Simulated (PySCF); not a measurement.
## Electron correlation in Hg (mercury, neutral)

[Xe] 4f14 5d10 6s1 6p1, high-spin 3P determinant (an excited configuration). Calculation: PySCF 2.14, in aug-cc-pVDZ-PP with ECP60MDF; scalar relativity through the core potential. Frozen: 5s2 5p6; 12 electrons correlated.

```
  level  correlation energy (mhartree)
   CCSD                        -303.98
    (T)                          -6.45
CCSD(T)                        -310.43
```

Diagnostics: T1 = 0.011, D1 = 0.0412, largest double amplitude 0.029.

Spin-orbit coupling, absent here, splits the open shell strongly.

Cost of the coupled-cluster step: about 6 core-seconds, for 12 correlated electrons.
